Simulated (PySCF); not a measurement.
CH10O2Si3, SMILES C[SiH](O[SiH3])O[SiH3]. Atoms are numbered in the order given.

```xyz
16

Si    -0.0716    -0.9180    -0.7055
C      0.1959    -2.6364    -0.0451
O      1.3225    -0.0265    -0.5691
Si     2.1261     1.0640     0.3903
O     -1.2655    -0.1929     0.1924
Si    -2.1753     1.1761     0.4288
H     -0.4578    -0.9086    -2.1402
H      0.4648    -2.5995     1.0228
H     -0.7189    -3.2418    -0.1477
H      1.0091    -3.1425    -0.5894
H      3.4006     1.4333    -0.2819
H      1.2961     2.2882     0.5880
H      2.4267     0.4696     1.7257
H     -3.5565     0.7756     0.8130
H     -1.5793     1.9942     1.5223
H     -2.2265     1.9942    -0.8188
```
Charge 0, spin multiplicity 1.

Coordinates come from a B3LYP-D3(BJ)/def2-SVP optimisation. One conformer was computed; it need not be the lowest.

Computed with HF/pcSseg-1 (PySCF).

GIAO shieldings, no solvent; atoms listed in one row are averaged. δ = σ(ref) − σ: ²⁹Si against TMS (σ = 393.8 ppm); ¹³C against TMS (σ = 192.6 ppm); ¹⁷O against H2O (σ = 333.0 ppm); ¹H against TMS (σ = 31.99 ppm), references at their B3LYP-D3(BJ)/def2-TZVP geometries, non-relativistic.

Computed chemical shifts:
```tsv
nucleus	atoms	count	δ (ppm)
²⁹Si	Si1	1	-26.2
²⁹Si	Si6	1	-44.1
²⁹Si	Si4	1	-45.6
¹³C	C2	1	3.2
¹⁷O	O3, O5	2	27.9
¹H	H11, H12, H13, H14, H15, H16	6	4.81
¹H	H7	1	4.53
¹H	H8, H9, H10	3	0.57
```
